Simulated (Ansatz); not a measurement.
Input file for Ansatz (a first-principles code): R-BLYP/def2-TZVPP on FGeH3O (SMILES [OH][GeH2][F]), a point of a torsion scan.

Ansatz 0.2 input:
```yaml
crystal:
  periodic: [false, false, false]
  atoms:
    - {symbol: O, position_ang: [1.24707437, -0.07099438, -0.47466194]}
    - {symbol: Ge, position_ang: [-0.42672151, -0.11507439, -0.09252663]}
    - {symbol: F, position_ang: [-0.60237465, 1.07328283, 1.17689290]}
    - {symbol: H, position_ang: [1.85486755, 0.16007431, 0.22653195]}
    - {symbol: H, position_ang: [-0.85609205, -1.39188881, 0.56309147]}
    - {symbol: H, position_ang: [-1.17757575, 0.40128405, -1.27037985]}
basis:
  gaussian:
    orbitals: def2-TZVPP
hamiltonian:
  xc: {name: BLYP}
scf: {lower_state_search: off}
```

### Question
What total energy does the run end on?

### Answer
-2254.0413 hartree.
